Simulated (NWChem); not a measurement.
Molecule: CH4BFO2; SMILES O(C)B(O)F

```xyz
9

B     -0.0362     0.5130    -0.0003
F     -0.7676     1.6308     0.0014
O      1.3194     0.5898    -0.0003
H      1.6325     1.4992     0.0006
O     -0.6933    -0.6596    -0.0020
C     -0.0300    -1.8977    -0.0029
H     -0.3223    -2.4703     0.8912
H     -0.3323    -2.4738    -0.8914
H      1.0643    -1.7803    -0.0091
```
Atoms are numbered in this order, from 1.

Computed with NWChem. Pople sets run with spherical d functions. The geometry was optimised at PBE0/def2-SVP. Static field.

Problem. Among these, which level gives the lowest value of “isotropic polarisability (bohr³)”?
(A) B3LYP/6-31+G*
(B) LC-BLYP (range parameter 0.33 per bohr)/6-31+G*
(C) BHandHLYP/6-31+G*
(D) PBE/6-31+G*

Solution. C, BHandHLYP/6-31+G*. Values: BHandHLYP/6-31+G* 30.5; B3LYP/6-31+G* 32.4; LC-BLYP (range parameter 0.33 per bohr)/6-31+G* 32.7; PBE/6-31+G* 34.0
